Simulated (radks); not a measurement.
Ga10+, 21 electrons, occupied as [Ar] 3d3. Method: non-relativistic Kohn-Sham, LB94 model potential, spin-polarised, spherical densities, point nucleus; open shells are filled with parallel spins first; computed with a radial shooting solver on a logarithmic mesh with Libxc functionals.

X-ray form factor f0, the Fourier transform of the density (f0(0) = 21):

sin(theta)/lambda (1/angstrom)  f0 (electrons)
0.05                                    20.907
0.1                                     20.631
0.15                                    20.184
0.2                                     19.585
0.25                                    18.857
0.3                                     18.028
0.4                                     16.182
0.5                                     14.270
0.6                                     12.471
0.8                                      9.599
1                                        7.771
1.25                                     6.474
1.5                                      5.652
2                                        4.284
